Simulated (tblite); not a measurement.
Species: C4H9FO2Si2.
Structure used (GFN2-xTB), in Å, numbered top down from 1:
```
atom  x, y, z in Å
O1     4.1162    1.2911    0.0574
Si2    3.0970    0.1764    0.6263
O3     1.7298    0.4024   -0.2684
C4     0.6138   -0.2921   -0.2628
C5    -0.6516   -0.4437   -0.5718
C6    -1.9347    0.0274   -1.0859
Si7   -3.0311    0.6609    0.3574
C8    -0.0109   -1.5412    0.2058
F9    -0.3081   -1.6549    1.5720
H10    3.8140    2.1398   -0.2564
H11    2.7659    0.3896    2.0304
H12    3.7179   -1.1029    0.3253
H13   -1.7671    0.8237   -1.8117
H14   -2.4468   -0.7909   -1.5944
H15   -4.3204    1.0402   -0.2282
H16   -3.2046   -0.4068    1.3359
H17   -2.3834    1.8278    0.9546
H18    0.1953   -2.5404   -0.1621
```

All values are computed: GFN2-xTB (tblite) harmonic vibrations without scaling, gas phase. Errors from tens to a few hundred cm⁻¹ against measured bands are possible. Modes of hydrogen on silicon can be 10 to 20 % off. One conformer, not necessarily the lowest.

Harmonic wavenumbers (cm⁻¹): 25.8, 33.6, 58.3, 75.9, 92.1, 109.8, 132.7, 193.6, 225.6, 278.6, 297.9, 413.4, 492.9, 502.8, 520.4, 565.7, 572.5, 602.9, 652.3, 708.3, 752.1, 765.2, 772.7, 780.5, 788.7, 800.3, 804.5, 823.6, 885.7, 927.9, 941.8, 960.4, 1111.0, 1189.4, 1218.2, 1262.3, 1314.1, 1447.8, 1995.5, 2250.5, 2283.3, 2292.0, 2317.2, 2344.9, 2968.7, 2982.8, 2998.0, 3663.3.

A = 2235, B = 491.3, C = 449.1 MHz; mass 164.013 u (most abundant isotopes); point group C1, symmetry number 1.

Q: Zero-point energy?

A: ½Σν̃ = 25099 cm⁻¹ = 71.76 kcal/mol.

Q: Entropy at 273.15 K, 1 bar (ideal gas, RRHO, classical rotation)?

A: Translation 40.78, rotation 30.59, vibration 41.25: S = 112.6 cal/(mol K).

Q: And Cp and H(273.15 K) − H(0)?

A: Cp = 44.37 cal/(mol K), of which vibrations give 36.43 (their classical limit is 48 R = 95.4); H(273.15 K) − H(0) = 7.57 kcal/mol without the zero-point energy, 5.40 from vibrations.

Q: How do the functions run with temperature in this model?

A: 
| T (K) | S (cal/(mol K)) | Cp (cal/(mol K)) | H − H(0) (kcal/mol) | G − H(0) (kcal/mol) | ln q(vib) |
| --- | --- | --- | --- | --- | --- |
| 100 | 80.2 | 24.0 | 1.69 | -6.33 | 3.95 |
| 200 | 100.2 | 35.5 | 4.65 | -15.40 | 8.07 |
| 300 | 116.9 | 47.4 | 8.81 | -26.27 | 11.77 |
| 500 | 145.5 | 64.3 | 20.12 | -52.61 | 18.61 |
| 800 | 179.1 | 78.3 | 41.73 | -101.52 | 27.64 |
| 1000 | 197.2 | 84.1 | 58.00 | -139.19 | 32.93 |

q(vib) and H(0) count from the zero-point level.

Q: Blend soft modes into free rotors: weight 1/[1 + (100 cm⁻¹/ν̃)⁴] for the oscillator and the rest for a rotor with moment μB/(μ + B), μ = h/(8π²ν), B = 10⁻⁴⁴ kg m². What vibrational entropy results?

A: 35.79 cal/(mol K) in place of 41.25, which changes −T·S at 273.15 K by +1.49 kcal/mol.

Hindered rotation and anharmonicity are outside this model. Other conformers, if any are populated, would add a mixing term that is left out. The structure is chiral; the term R ln 2 for an equal mix with its mirror image is left out.

The run took 0.82 s of wall time on an Arm Neoverse V1 with one thread, shared host. The figure is for the frequency step alone.
